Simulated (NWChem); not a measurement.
Species: GaNH₂Cl₂; SMILES [NH2][Ga]([Cl])[Cl]

```xyz
6

Ga     0.2666    -0.0005     0.0000
Cl    -0.8198     0.0003     1.8374
Cl    -0.8198     0.0003    -1.8374
N      2.0555     0.0014     0.0000
H      2.6108    -0.0027    -0.8458
H      2.6108    -0.0027     0.8458
```
Atoms are numbered in this order, from 1.

All runs: NWChem. Medium grid unless said otherwise, to which SCAN and Minnesota functionals are sensitive. The geometry was optimised at PBE0/def2-SVP. Hybrids' shares of exact exchange are those that their runs print; pure functionals count as 0. The functionals differ in more than this share.

```
row                  share of exact exchange  orbital gap (eV)
-------------------  -----------------------  ----------------
PBE/def2-TZVP                           0.00              4.63
B97-D/def2-TZVP                         0.00              4.66
B3LYP/def2-TZVP                         0.20              6.40
PBE0/def2-TZVP                          0.25              7.00
BHandHLYP/def2-TZVP                     0.50              9.20
M06-2X/def2-TZVP                        0.54          withheld
```

**Question.** Fit a straight line of the last column on the one before it, predict the withheld value, and compare with the run.

**Answer.** 
1. Means of the 5 shown rows: x = 0.190, y = 6.378. Slope Σ(x − x̄)(y − ȳ)/Σ(x − x̄)² = 1.571/0.1720 = 9.133; intercept 4.643.
2. The shown rows scatter about the line by 0.047 (root mean square); the largest residual is +0.07, at PBE0/def2-TZVP.
3. At x = 0.54 (M06-2X/def2-TZVP; beyond the shown range) the line gives 9.57.
4. The run gives 9.28, -0.29 from the line, 6.2 times the scatter.
